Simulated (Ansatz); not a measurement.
A relaxation, step by step

GaSiH$_{6}$Cl, singlet, PBE0-D4/def2-TZVP (Ansatz 0.2.0). Settings:

```yaml
hamiltonian: {xc: pbe0, dispersion: d4}
relax: {f_tol: 0.005, max_steps: 200}
```

Start, a step off a saddle point along its unstable mode:

```xyz
9
angstrom
Ga -0.7237 -0.5504 -0.9340
Si 0.6638 -0.2241 1.0678
H 0.0594 -1.0757 -2.2009
H -2.2758 -0.6515 -0.6619
H -0.0577 1.3610 -0.4638
Cl -0.5038 2.0147 -1.3159
H 2.0726 0.2705 0.8957
H 0.0710 0.5321 2.2219
H 0.6941 -1.6766 1.3910
```

```json
{"step": "1", "energy less the last (meV)": "808.4", "largest force component (eV/Å)": "4.839"}
{"step": "3", "energy less the last (meV)": "169.9", "largest force component (eV/Å)": "0.666"}
{"step": "5", "energy less the last (meV)": "72.8", "largest force component (eV/Å)": "0.769"}
{"step": "7", "energy less the last (meV)": "26.5", "largest force component (eV/Å)": "0.193"}
{"step": "9", "energy less the last (meV)": "20.6", "largest force component (eV/Å)": "0.124"}
{"step": "11 (rejected trial)", "energy less the last (meV)": "42.6", "largest force component (eV/Å)": "1.103"}
{"step": "13", "energy less the last (meV)": "10.1", "largest force component (eV/Å)": "0.192"}
{"step": "15", "energy less the last (meV)": "6.4", "largest force component (eV/Å)": "0.089"}
{"step": "17", "energy less the last (meV)": "4.0", "largest force component (eV/Å)": "0.180"}
{"step": "19", "energy less the last (meV)": "1.6", "largest force component (eV/Å)": "0.017"}
{"step": "21", "energy less the last (meV)": "1.0", "largest force component (eV/Å)": "0.112"}
{"step": "23", "energy less the last (meV)": "0.2", "largest force component (eV/Å)": "0.007"}
{"step": "25", "energy less the last (meV)": "0.1", "largest force component (eV/Å)": "0.027"}
{"step": "27", "energy less the last (meV)": "0.0", "largest force component (eV/Å)": "0.011"}
{"step": "29", "energy less the last (meV)": "0.0", "largest force component (eV/Å)": "0.004"}
{"step": "30", "energy less the last (meV)": "0.0", "largest force component (eV/Å)": "0.004"}
```

Step 21, positions (Å) and forces (eV/Å):

```
atom       x       y       z      Fx      Fy      Fz
 Ga1  -0.839  -0.687  -0.838   0.000  -0.008  -0.016
 Si2   0.533  -0.440   1.139   0.042   0.011   0.052
  H3  -0.164  -1.241  -2.146  -0.012   0.004   0.011
  H4  -2.401  -0.541  -0.767   0.011  -0.001  -0.002
  H5   0.615   1.981  -0.656  -0.112  -0.010  -0.084
 Cl6  -0.401   1.949  -1.453   0.111   0.011   0.085
  H7   1.503   0.688   0.895  -0.040  -0.047   0.014
  H8  -0.215  -0.071   2.377   0.036  -0.016  -0.050
  H9   1.368  -1.639   1.450  -0.035   0.056  -0.009
```

Step 23, positions (Å) and forces (eV/Å):

| atom | x | y | z | Fx | Fy | Fz |
| --- | --- | --- | --- | --- | --- | --- |
| Ga1 | -0.838 | -0.690 | -0.840 | 0.002 | 0.007 | -0.004 |
| Si2 | 0.535 | -0.438 | 1.137 | 0.000 | -0.005 | 0.001 |
| H3 | -0.166 | -1.239 | -2.150 | -0.001 | -0.004 | -0.002 |
| H4 | -2.399 | -0.545 | -0.767 | -0.001 | -0.001 | 0.002 |
| H5 | 0.610 | 1.974 | -0.648 | 0.003 | -0.002 | 0.004 |
| Cl6 | -0.399 | 1.952 | -1.446 | -0.004 | 0.001 | -0.004 |
| H7 | 1.507 | 0.683 | 0.891 | -0.002 | 0.001 | -0.001 |
| H8 | -0.213 | -0.062 | 2.368 | 0.001 | 0.000 | 0.004 |
| H9 | 1.363 | -1.635 | 1.455 | 0.001 | 0.001 | 0.002 |

Step 25, positions (Å) and forces (eV/Å):

```csv
atom,x,y,z,Fx,Fy,Fz
Ga1,-0.843,-0.688,-0.841,-0.003,0.008,-0.004
Si2,0.533,-0.436,1.135,0.002,-0.003,-0.002
H3,-0.180,-1.254,-2.149,0.001,-0.003,0.003
H4,-2.402,-0.525,-0.765,-0.001,-0.002,0.001
H5,0.609,1.953,-0.627,-0.025,0.002,-0.023
Cl6,-0.371,1.945,-1.465,0.027,-0.004,0.025
H7,1.479,0.709,0.898,0.001,0.003,0.000
H8,-0.215,-0.087,2.375,-0.003,0.000,0.002
H9,1.389,-1.616,1.438,0.001,0.000,-0.001
```

Last step (30):

```
atom    x (Å)    y (Å)    z (Å)
 Ga1  -0.8468  -0.6844  -0.8397
 Si2   0.5307  -0.4344   1.1364
  H3  -0.1910  -1.2694  -2.1422
  H4  -2.4044  -0.5063  -0.7619
  H5   0.6129   1.9485  -0.6260
 Cl6  -0.3486   1.9358  -1.4828
  H7   1.4551   0.7318   0.9134
  H8  -0.2195  -0.1193   2.3842
  H9   1.4116  -1.6024   1.4185
```

Hardware: 4 CPU threads of an Arm Neoverse V2, shared host. Wall time about 60 s.
